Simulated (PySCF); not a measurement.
C₃H₇Si, charge +1, multiplicity 1.

```xyz
11

C      1.2994     0.0044     0.0000
C      0.3217    -0.0028     1.2313
Si    -1.0386     0.0008     0.0000
C      0.3217    -0.0028    -1.2313
H      1.9357     0.9008     0.0000
H      1.9512    -0.8807     0.0000
H      0.3822    -0.8897     1.8900
H      0.3813     0.8735     1.9038
H     -2.5298     0.0094     0.0000
H      0.3813     0.8735    -1.9038
H      0.3822    -0.8897    -1.8900
```
Charge +1, spin multiplicity 1.

The structure is a stationary point at r2SCAN-D4/def2-SVP. The geometry has at least one imaginary mode, so it is a saddle point at that level. The spin state was assumed, not searched. The isomer is the one that the SMILES or the coordinates give; other isomers of the formula were not compared.

Computed with PBE/pcSseg-1 (PySCF). Non-relativistic, no solvent.

Question: Give the absolute GIAO shielding of each atom: isotropic value and principal components (ppm). (An estimate is asked for; the answer gives what the named calculation found.)

Answer: 
```tsv
atom	σ(iso)	σ11	σ22	σ33	span
C1	149.5	128.8	159.6	160.2	31.4
C2	119.8	108.3	115.0	136.1	27.7
Si3	-120.3	-362.9	-280.4	282.4	645.3
C4	119.8	108.3	115.0	136.1	27.7
H5	27.5	23.3	26.8	32.2	8.9
H6	27.5	23.3	26.7	32.3	9.0
H7	27.3	23.5	26.2	32.2	8.7
H8	27.3	23.5	26.2	32.3	8.8
H9	21.3	18.3	20.5	25.0	6.8
H10	27.3	23.5	26.2	32.3	8.8
H11	27.3	23.5	26.2	32.2	8.7
```
